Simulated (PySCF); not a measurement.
SiHF3, SMILES F[SiH](F)F.

Geometry: B3LYP-D3(BJ)/def2-SVP.

Computed with M06-2X/def2-TZVPD (PySCF).

The molecule is in vacuum.

Computed frontier levels, gap, dipole moment and polarisability:
```yaml
highest_occupied_level: -12.94 eV
lowest_empty_level: 0.32 eV
orbital_gap: 13.26 eV
dipole_moment: 1.61 D
quadrupole, principal values (traceless, Buckingham form, about the centre of nuclear charge): -2.00, -2.00, 4.01 D·Å
mean_static_polarisability: 24.0 bohr³ (3.55 Å³)
polarisability_principal_values: 24.0, 24.0, 24.1 bohr³
```
